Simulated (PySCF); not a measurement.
C$_{4}$H$_{12}$B$_{2}$ (SMILES CB(C)B(C)C), singlet, geometry from GFN2-xTB; PBE0/6-31G run with PySCF.

Input for PySCF:
```python
from pyscf import gto, scf, dft, solvent

mol = gto.Mole()
mol.atom = '''
    B     0.80564612   -0.16968537   -0.01632146
    C     1.49955906   -0.82154369   -1.28566897
    C     1.75676474    0.13164656    1.21740396
    B    -0.80522396    0.17158395    0.01727777
    C    -1.88712909   -0.92144051    0.40773431
    C    -1.36926490    1.61102199   -0.33962830
    H     1.41242975   -1.90470200   -1.18917616
    H     1.02712798   -0.56014212   -2.23017722
    H     2.56249621   -0.60181795   -1.36418544
    H     1.25563092    0.09548771    2.18233591
    H     2.63030686   -0.51583677    1.26277804
    H     2.13135461    1.14992934    1.10389501
    H    -2.80791868   -0.50189867    0.80824749
    H    -1.52369566   -1.67302749    1.10533800
    H    -2.15966836   -1.45578769   -0.50349000
    H    -0.75263298    2.16660014   -1.04293067
    H    -1.38743733    2.19562362    0.58124758
    H    -2.38968303    1.59797289   -0.71771010
'''
mol.basis = '6-31g'
mol.verbose = 4
mol.build()

mf = dft.RKS(mol)
mf.xc = 'pbe0'
mf.kernel()
mf.analyze()
```

**Question.** What does PySCF print? Leave out banner, timings and long lists.

**Answer.** 
```
PySCF version 2.14.0

[INPUT] verbose = 4
[INPUT] num. atoms = 18
[INPUT] num. electrons = 46
[INPUT] charge = 0
[INPUT] spin (= nelec alpha-beta = 2S) = 0
[INPUT] symmetry False subgroup None
[INPUT] Mole.unit = angstrom
[INPUT] Symbol           X                Y                Z      unit          X                Y                Z       unit  Magmom
[INPUT]  1 B      0.805646120000  -0.169685370000  -0.016321460000 AA    1.522450520118  -0.320658876645  -0.030843089353 Bohr   0.0
[INPUT]  2 C      1.499559060000  -0.821543690000  -1.285668970000 AA    2.833755931010  -1.552492573465  -2.429562240152 Bohr   0.0
[INPUT]  3 C      1.756764740000   0.131646560000   1.217403960000 AA    3.319804223893   0.248775943641   2.300560067361 Bohr   0.0
[INPUT]  4 B     -0.805223960000   0.171583950000   0.017277770000 AA   -1.521652753338   0.324246672871   0.032650253343 Bohr   0.0
[INPUT]  5 C     -1.887129090000  -0.921440510000   0.407734310000 AA   -3.566157141800  -1.741270203980   0.770506177489 Bohr   0.0
[INPUT]  6 C     -1.369264900000   1.611021990000  -0.339628300000 AA   -2.587535652980   3.044390341752  -0.641804471152 Bohr   0.0
[INPUT]  7 H      1.412429750000  -1.904702000000  -1.189176160000 AA    2.669105397688  -3.599365128911  -2.247217256262 Bohr   0.0
[INPUT]  8 H      1.027127980000  -0.560142120000  -2.230177220000 AA    1.940990577078  -1.058515197633  -4.214424155044 Bohr   0.0
[INPUT]  9 H      2.562496210000  -0.601817950000  -1.364185440000 AA    4.842416032136  -1.137271102347  -2.577936864719 Bohr   0.0
[INPUT] 10 H      1.255630920000   0.095487710000   2.182335910000 AA    2.372798552336   0.180445620162   4.124017181703 Bohr   0.0
[INPUT] 11 H      2.630306860000  -0.515836770000   1.262778040000 AA    4.970559588965  -0.974790220280   2.386304651715 Bohr   0.0
[INPUT] 12 H      2.131354610000   1.149929340000   1.103895010000 AA    4.027676487229   2.173051515202   2.086059239174 Bohr   0.0
[INPUT] 13 H     -2.807918680000  -0.501898670000   0.808247490000 AA   -5.306197285250  -0.948451028583   1.527366396967 Bohr   0.0
[INPUT] 14 H     -1.523695660000  -1.673027490000   1.105338000000 AA   -2.879367494588  -3.161563754969   2.088786095074 Bohr   0.0
[INPUT] 15 H     -2.159668360000  -1.455787690000  -0.503490000000 AA   -4.081181720289  -2.751040029613  -0.951458206457 Bohr   0.0
[INPUT] 16 H     -0.752632980000   2.166600140000  -1.042930670000 AA   -1.422270204515   4.094280886044  -1.970853333209 Bohr   0.0
[INPUT] 17 H     -1.387437330000   2.195623620000   0.581247580000 AA   -2.621876568698   4.149127314426   1.098398736766 Bohr   0.0
[INPUT] 18 H     -2.389683030000   1.597972890000  -0.717710100000 AA   -4.515846451221   3.019731116580  -1.356275525834 Bohr   0.0

nuclear repulsion = 204.088323782907
number of shells = 54
number of NR pGTOs = 180
number of NR cGTOs = 78
basis = 6-31g
ecp = {}

******** <class 'pyscf.dft.rks.RKS'> ********
method = RKS
initial guess = minao
damping factor = 0
level_shift factor = 0
DIIS = <class 'pyscf.scf.diis.CDIIS'>
diis_start_cycle = 1
diis_space = 8
diis_damp = 0
SCF conv_tol = 1e-09
SCF conv_tol_grad = None
SCF max_cycles = 50
direct_scf = True
direct_scf_tol = 1e-13
XC library pyscf.dft.libxc version 7.1.2
    S. Lehtola, C. Steigemann, M. J. T. Oliveira, and M. A. L. Marques,  SoftwareX 7, 1–5 (2018)
XC functionals = pbe0
    C. Adamo and V. Barone,  J. Chem. Phys. 110, 6158 (1999)
    M. Ernzerhof and G. E. Scuseria,  J. Chem. Phys. 110, 5029 (1999)
radial grids:
    Treutler-Ahlrichs [JCP 102, 346 (1995); DOI:10.1063/1.469408] (M4) radial grids

becke partition: Becke, JCP 88, 2547 (1988); DOI:10.1063/1.454033
pruning grids: <function nwchem_prune>
grids dens level: 3
symmetrized grids: False
atomic radii adjust function: <function treutler_atomic_radii_adjust>
small_rho_cutoff = 0
Set gradient conv threshold to 3.16228e-05
Initial guess from minao.
tot grids = 202264
init E= -209.198175048991
  HOMO = -0.317954517318656  LUMO = -0.100043110095797  gap/eV = 5.92967
cycle= 1 E= -208.94466463243  delta_E= 0.254  |g|= 0.558  |ddm|= 3.46
  HOMO = -0.184477752981878  LUMO = 0.0500398070681056  gap/eV = 6.38155
cycle= 2 E= -208.943084753449  delta_E= 0.00158  |g|= 0.563  |ddm|= 1.08
  HOMO = -0.251633547087991  LUMO = 0.00012502279589488  gap/eV = 6.85070
cycle= 3 E= -209.030807598846  delta_E= -0.0877  |g|= 0.0194  |ddm|= 0.534
  HOMO = -0.25736691402251  LUMO = -0.00400202187392229  gap/eV = 6.89441
cycle= 4 E= -209.030891707468  delta_E= -8.41e-05  |g|= 0.0104  |ddm|= 0.0472
  HOMO = -0.254871116810999  LUMO = -0.00168297748666157  gap/eV = 6.88960
cycle= 5 E= -209.030931019157  delta_E= -3.93e-05  |g|= 0.000366  |ddm|= 0.0179
  HOMO = -0.254951882977929  LUMO = -0.00176419620475787  gap/eV = 6.88959
cycle= 6 E= -209.030931073354  delta_E= -5.42e-08  |g|= 5.8e-05  |ddm|= 0.000972
  HOMO = -0.254955858977828  LUMO = -0.00176427476846386  gap/eV = 6.88969
cycle= 7 E= -209.030931074744  delta_E= -1.39e-09  |g|= 5.58e-06  |ddm|= 0.000154
  HOMO = -0.254955471351495  LUMO = -0.0017635227584365  gap/eV = 6.88970
cycle= 8 E= -209.030931074757  delta_E= -1.31e-11  |g|= 1.13e-06  |ddm|= 2.06e-05
  HOMO = -0.254955473612404  LUMO = -0.00176349282511468  gap/eV = 6.88970
Extra cycle  E= -209.030931074757  delta_E= 2.27e-13  |g|= 8.89e-07  |ddm|= 3.64e-06
converged SCF energy = -209.030931074757
**** SCF Summaries ****
Total Energy =                        -209.030931074756808
Nuclear Repulsion Energy =             204.088323782906542
One-electron Energy =                 -683.599726526450695
Two-electron Energy =                  270.480471668787345
Two-electron Coulomb Energy =          304.580281573313925
DFT Exchange-Correlation Energy =      -34.099809904526609
HOMO-LUMO gap [eV] =                     6.889704726371341
**** MO energy ****
MO #1   energy= -10.1890683703846  occ= 2
MO #2   energy= -10.1890587520278  occ= 2
MO #3   energy= -10.1890417641425  occ= 2
MO #4   energy= -10.189031153852   occ= 2
MO #5   energy= -6.74755055359497  occ= 2
MO #6   energy= -6.74705433331161  occ= 2
MO #7   energy= -0.732124816108504 occ= 2
MO #8   energy= -0.719694996401043 occ= 2
MO #9   energy= -0.691534880685442 occ= 2
MO #10  energy= -0.690369085962588 occ= 2
MO #11  energy= -0.487245257029487 occ= 2
MO #12  energy= -0.428524592141135 occ= 2
MO #13  energy= -0.423356862352843 occ= 2
MO #14  energy= -0.415093329948271 occ= 2
MO #15  energy= -0.414794324353035 occ= 2
MO #16  energy= -0.391285225210794 occ= 2
MO #17  energy= -0.390706997217605 occ= 2
MO #18  energy= -0.388219133657021 occ= 2
MO #19  energy= -0.386867941917553 occ= 2
MO #20  energy= -0.381264201202276 occ= 2
MO #21  energy= -0.308632528252513 occ= 2
MO #22  energy= -0.308295604757685 occ= 2
MO #23  energy= -0.254955473612404 occ= 2
MO #24  energy= -0.00176349282511468 occ= 0
MO #25  energy= 0.00360101976540239 occ= 0
MO #26  energy= 0.109128385168267  occ= 0
MO #27  energy= 0.145398624166986  occ= 0
MO #28  energy= 0.157513112806683  occ= 0
MO #29  energy= 0.163525308556374  occ= 0
MO #30  energy= 0.170511043900806  occ= 0
MO #31  energy= 0.182086428041379  occ= 0
 ** Mulliken pop on meta-lowdin orthogonal AOs  **
 ** Mulliken pop  **
 ** Mulliken atomic charges  **
charge of    0B =      0.12786
charge of    1C =     -0.42607
charge of    2C =     -0.42599
charge of    3B =      0.12785
charge of    4C =     -0.42607
charge of    5C =     -0.42597
charge of    6H =      0.13475
charge of    7H =      0.11334
charge of    8H =      0.11396
charge of    9H =      0.11288
charge of   10H =      0.11442
charge of   11H =      0.13485
charge of   12H =      0.11396
charge of   13H =      0.11334
charge of   14H =      0.13476
charge of   15H =      0.11287
charge of   16H =      0.13485
charge of   17H =      0.11442
Dipole moment(X, Y, Z, Debye): -0.00068, -0.00274, -0.00138
```
